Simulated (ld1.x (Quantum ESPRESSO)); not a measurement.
## Before and after: TM potential for Te

* Element: Te
* Generator: ld1.x (Quantum ESPRESSO) 7.5
* Type: norm-conserving Troullier–Martins (Kleinman–Bylander form)
* Functional: LDA (PZ)
* Relativity: scalar-relativistic
* Frozen core: [Kr] 4d10
* Valence charge: 6
* Reference configuration: 5s1 5p5
* Partial waves: 5p (bound): rc 2.10 bohr; 5s (bound): rc 1.75 bohr
* Local potential: the s channel
* Core correction: none

All-electron outer shells of the reference configuration (LDA (PZ), scalar-relativistic, ld1.x):

```csv
shell,level (eV),outermost node (bohr),outermost maximum (bohr)
4p,-115.58,0.38,0.74
4d,-43.03,0.36,0.81
5s,-16.12,0.91,1.77
5p,-6.66,1.00,2.14
```

Change: wave 5p (bound): rc 2.10 bohr becomes 5p (bound): rc 1.70 bohr.

Cutoffs: the cutoffs (Ry, on a coarse ladder) from which the occupation-weighted sum of valence levels, in a spherical-Bessel basis at the reference potential, stays within 10 and 1 mRy of its value at 400 Ry; they do not see the model core or the augmentation charge, which bear on the density cutoff. Errors are all-electron minus pseudo energies relative to the spin-unpolarised reference configuration.

Question: Predict the effect on cutoff, ghosts and configuration errors.

Answer: The potential gets harder (25 Ry and 40 Ry → 40 Ry and 80 Ry); of the 9 tests that both files solve, the error grows in 4 and shrinks in 0 by more than 15 % and 0.3 meV (median size 18.7 → 23.6 meV); neither file shows a bound ghost. A smaller radius makes the pseudo-wave follow the all-electron one further in, where it bends more sharply, so more plane waves are needed. That the errors move this way runs against the usual rule that smaller radii transfer better.

| quantity | base | changed |
| --- | --- | --- |
| cutoff, loose | 25 Ry | 40 Ry |
| cutoff, tight | 40 Ry | 80 Ry |
| loose cutoff by channel (10 mRy a level) | p 12 Ry, s 21 Ry | p 30 Ry, s 21 Ry |
| bound ghosts | none | none |
| error for 5s2 5p4, meV [ΔE -9.35 eV] | +7.8 | +13 |
| error for 5s2 5p3, meV [ΔE 0.56 eV] | +6.7 | +13 |
| error for 5s2 5p2, meV [ΔE 18.74 eV] | +19 | +24 |
| error for 5s2 5p1, meV [ΔE 45.97 eV] | +69 | +66 |
| error for 5s0 5p6, meV [ΔE 9.56 eV] | +8.5 | +15 |
| error for 5s1 5p4, meV [ΔE 10.49 eV] | +2.3 | +2.4 |
| error for 5s2 5p0, meV [ΔE 82.87 eV] | +213 | +186 |
| error for 5s1 5p5 (spin-polarised), meV [ΔE -0.54 eV] | +219 | +217 |
| error for 5s2 5p4 (spin-polarised), meV [ΔE -9.83 eV] | +91 | +94 |
